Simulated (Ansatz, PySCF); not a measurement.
Reaction (SMILES): CC[N](C)[GeH3] [N-germyl-N-methylethanamine] + 4 [H][H] (H2) → 3 C (CH4) + [GeH4] (GeH4) + N (NH3)
Geometries: B3LYP-D3(BJ)/def2-TZVP minima from Ansatz (a first-principles code), one conformer each, not searched for the lowest. Frequencies are from PySCF.
Geometry of the first species:
SMILES: CC[N](C)[GeH3]
```xyz
16

C      2.3849    -0.0002    -0.2707
C      1.3470    -1.1065    -0.1619
N     -0.0063    -0.6758    -0.4928
C     -0.9269    -1.8017    -0.5410
Ge    -0.6752     0.8542     0.3220
H      3.3848    -0.4120    -0.1257
H      2.2405     0.7748     0.4848
H      2.3439     0.4721    -1.2534
H      1.6123    -1.9097    -0.8598
H      1.3938    -1.5538     0.8466
H     -1.9236    -1.4694    -0.8327
H     -0.5853    -2.5247    -1.2894
H     -1.0140    -2.3395     0.4173
H      0.1054     2.0849    -0.1612
H     -2.1476     0.9439    -0.1083
H     -0.5882     0.7805     1.8696
```

Property: energy of full hydrogenation (0 K, with B3LYP-D3(BJ) harmonic zero-point energies), in eV. Valence correlation only, unless marked. No spin-orbit coupling. The frozen core is the preceding noble-gas configuration, with the filled d and f shells of earlier blocks. Non-relativistic. CBS marks a two-point X^-3 extrapolation of the correlation energy; Hartree-Fock from the larger set.

CCSD(T)/CBS(cc-pVTZ,cc-pVQZ) (Ansatz) gives -2.34 eV.

Q: Another calculation gave -2.59 eV. Which level was it?
A) LC-wPBE/def2-TZVPD (Ansatz)
B) wB97M-V/def2-TZVPD (Ansatz)
C) SVWN5/def2-TZVPD (Ansatz)
D) BHLYP/def2-TZVPD (Ansatz)

A: A, LC-wPBE/def2-TZVPD (Ansatz). The others give -2.81 (BHLYP), -2.37 (wB97M-V), -2.16 (SVWN5) eV.
